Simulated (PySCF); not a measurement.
# Gas-phase XPS of `[SiH3]S[C@H]1CSBS1`, computed

Compound: C₂H₇BS₃Si.
Z-matrix (Å and degrees, PBE0-D3(BJ)/def2-SVP geometry), rows numbered from 1:
```
Si
S   1  2.1582
C   2  1.8244  1  102.45
C   3  1.5168  2  112.71  1   -78.23
S   4  1.8298  3  110.25  2   168.86
B   5  1.7841  4   95.17  3   -31.14
S   6  1.7892  5  115.79  4    10.38
H   1  1.4928  2  111.59  3    49.58
H   1  1.4893  2  112.66  3   -74.47
H   1  1.4910  2  102.64  3   167.29
H   3  1.1014  2  104.26  1   162.42
H   4  1.1007  3  110.79  2    49.60
H   4  1.0991  3  110.50  2   -70.54
H   6  1.2007  5  122.22  4  -170.48
```

Theory: delta-SCF UKS SCAN, pcX-2 on the ionised atom, pcseg-1 elsewhere, spin-free X2C in PySCF 2.14.0. Vertical ΔSCF values, vacuum level as zero.

Q: Give the core binding energies atom by atom.

A: 
```
atom(s)                 environment     level  binding energy (eV)  2p1/2 (eV)  above the level's lowest (eV)  count
     S5    sulfur bonded to B and C      S 1s              2477.11           –                          +0.20      1
     S7    sulfur bonded to B and C      S 1s              2477.09           –                          +0.18      1
     S2   sulfur bonded to C and Si      S 1s              2476.91           –                           0.00      1
    Si1                SiH3 silicon     Si 1s              1847.07           –                           0.00      1
     C3  sp3 carbon bound to sulfur      C 1s               292.26           –                          +0.53      1
     C4  sp3 carbon bound to sulfur      C 1s               291.73           –                           0.00      1
     B6      three-coordinate boron      B 1s               196.07           –                           0.00      1
    Si1                SiH3 silicon  Si 2p3/2               107.25      107.88                           0.00      1
```

The listed C 1s values span 0.53 eV, from C4 (bonded to S, C and 2 H) to C3 (bonded to 2 S, C and H). Summing the Pauling electronegativity differences to the bonded atoms, each weighted by its formal bond order, gives -0.67 for the lowest site and -0.29 for the highest.

The 3 S 1s values lie within 0.20 eV of each other; Gaussian lines of 0.5 eV full width would blend them into one maximum.

Q: Which effective nuclear charge Zeff reproduces each element's mean 1s value in the hydrogen-like formula E = 13.606 eV × Zeff²?

A: B (Z = 5): mean 196.1 eV, Zeff = 3.80, Z − Zeff = 1.20; C (Z = 6): mean 292.0 eV, Zeff = 4.63, Z − Zeff = 1.37; Si (Z = 14): mean 1847.1 eV, Zeff = 11.65, Z − Zeff = 2.35; S (Z = 16): mean 2477.0 eV, Zeff = 13.49, Z − Zeff = 2.51. Means run over the listed sites, weighted by atom count.

Not every level is listed. For 2p shells one spin-free hole was relaxed; a mean-field spin–orbit operator and the ground-state splitting of the three 2p orbitals were then diagonalised within the shell. The shell's mean is (2 × 2p3/2 + 2p1/2)/3, and the degeneracies 2j + 1 give areas of 2:1. 2p1/2 minus 2p3/2 (ligand field included): Si 0.62 eV. The structure is a single PBE0-D3(BJ)/def2-SVP conformer in the gas phase; no vibrational or solvent corrections.

Time: 2.0 min wall; peak memory 0.71 GiB. Hardware: Arm Neoverse V2, one thread, on a shared host.
